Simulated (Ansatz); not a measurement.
A nudged elastic band was laid between two geometries of C$_{2}$H$_{10}$AlNS (15 atoms, charge 0, multiplicity 1).

All numbers below come from RKS B3LYP-D4/def2-SVP in Ansatz.

```yaml
movable_images: 9
climbing_image: yes
spring: 5.0 eV/Å²
optimiser: quadratic models (default)
start_path: through a guess of the saddle point
force_threshold: 0.03 eV/Å
iteration_limit: 60
end_points: relaxed
```

Initial state:

```xyz
15
Properties=species:S:1:pos:R:3
Al -1.613 0.031 -0.195
N 0.105 -0.480 -0.411
C 0.756 -1.465 0.422
C 1.000 0.110 -1.383
H -2.207 0.992 -1.311
H -2.492 -0.856 0.786
H -0.301 2.661 1.002
S -1.335 2.058 1.636
H 0.042 -1.916 1.131
H 1.196 -2.293 -0.173
H 1.592 -1.036 1.019
H 0.468 0.836 -2.019
H 1.447 -0.652 -2.056
H 1.853 0.644 -0.908
H -0.511 1.369 2.461
```

Final state:

```xyz
15
Properties=species:S:1:pos:R:3
Al -1.663 0.344 0.044
N 0.404 0.067 -0.050
C 0.869 -1.186 0.573
C 0.981 0.289 -1.389
H -2.001 0.794 -1.445
H -2.161 -1.054 0.625
H 0.674 0.851 0.556
S -1.655 2.081 1.492
H 0.463 -1.264 1.591
H 0.496 -2.042 -0.008
H 1.970 -1.232 0.613
H 0.658 1.267 -1.770
H 0.611 -0.484 -2.078
H 2.083 0.249 -1.364
H -1.729 1.319 2.608
```

Task: What changes between the two ends?

Result: Bonds broken: H7–S8. Bonds formed: N2–H7.

Task: What energy profile does the band end with?

Result: The run converged. The highest image is number 5 of 0 to 10, 0.100 eV above the first end and 1.349 eV above the last; the last end lies 1.250 eV below the first. A vibrational analysis at the climbing image gives one clearly imaginary mode, 188i cm⁻¹: a first-order saddle point. The orbitals stay closed-shell, which can raise the energy where a bond breaks towards radicals; this wasn't checked here.

| image | path coordinate (Å) | energy (eV) | H7–S8 (Å) | N2–H7 (Å) |
| --- | --- | --- | --- | --- |
| 0 | 0.00 | 0.000 | 1.35 | 3.47 |
| 1 | 0.46 | 0.003 | 1.35 | 3.35 |
| 2 | 0.91 | 0.010 | 1.35 | 3.15 |
| 3 | 1.37 | 0.033 | 1.35 | 2.76 |
| 4 | 1.82 | 0.073 | 1.36 | 2.30 |
| 5 | 2.28 | 0.100 | 1.43 | 1.84 |
| 6 | 2.73 | -0.223 | 1.76 | 1.33 |
| 7 | 3.18 | -1.059 | 2.24 | 1.05 |
| 8 | 3.63 | -1.183 | 2.51 | 1.03 |
| 9 | 4.08 | -1.234 | 2.67 | 1.03 |
| 10 | 4.53 | -1.250 | 2.80 | 1.03 |

Task: What is the geometry of the highest image?

Result: 
```xyz
15
Properties=species:S:1:pos:R:3
Al -1.654 0.138 -0.186
N 0.183 -0.172 -0.245
C 0.795 -1.251 0.514
C 0.987 0.224 -1.391
H -2.233 0.945 -1.419
H -2.478 -0.856 0.735
H -0.024 1.271 0.876
S -1.031 2.076 1.487
H 0.172 -1.522 1.382
H 0.934 -2.172 -0.090
H 1.796 -0.966 0.895
H 0.504 1.048 -1.940
H 1.140 -0.607 -2.111
H 1.994 0.569 -1.084
H -1.085 1.274 2.576
```

Task: What are the harmonic wavenumbers there?

Result: 188i, 58, 127, 209, 221, 230, 288, 312, 346, 420, 527, 547, 552, 608, 676, 777, 989, 1084, 1110, 1167, 1201, 1256, 1282, 1434, 1454, 1457, 1463, 1484, 1501, 1903, 1924, 1936, 2679, 2952, 2959, 3000, 3008, 3088, 3095 cm⁻¹.

Time of the run: 8.9 min on 4 threads of Arm Neoverse N1, on a shared host, peak memory 0.36 GiB.
